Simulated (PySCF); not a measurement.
# A small calculation by hand: chemical shift, span and skew from a shielding tensor

CH5FO2Si2, SMILES F[Si@H]1OCO[SiH2]1. Atoms are numbered in the order given.

```xyz
11

F      2.0641    -0.8816    -0.4172
Si     0.9997    -0.1304     0.5562
O      0.5098     1.3232    -0.0984
C     -0.6942     1.4273    -0.8103
O     -1.6162     0.4252    -0.4883
Si    -1.1664    -0.9607     0.3591
H      1.7149     0.1416     1.8244
H     -0.4792     1.3869    -1.8941
H     -1.1433     2.4044    -0.5673
H     -1.3474    -2.1845    -0.4736
H     -1.9722    -1.0900     1.6071
```

Geometry optimised at PBE0-D3(BJ)/def2-SVP. The structure was generated by enumeration; whether it is a known compound was not checked. One conformer was computed; it need not be the lowest.

GIAO shieldings from PySCF with KT2/pcSseg-1, non-relativistic, no solvent. The symmetric part of the tensor of Si2 has the principal values 327.5, 366.6, 384.8 ppm. The same nucleus in TMS has σ = 361.9 ppm at this level (PySCF, at its B3LYP-D3(BJ)/def2-TZVP geometry).

Question: Work out the isotropic shielding, the ²⁹Si shift against TMS, the span and the skew.

Answer: 
σ(iso) = (σ11 + σ22 + σ33)/3 = 359.6 ppm. δ = σ(ref) − σ(iso) = 361.9 − (359.6) = 2.3 ppm.
Span Ω = σ33 − σ11 = 57.3 ppm. Skew κ = 3(σ(iso) − σ22)/Ω = -0.36. Tumbling in solution averages the tensor to δ; in a static solid the shielding alone would spread this spin-1/2 line over Ω.
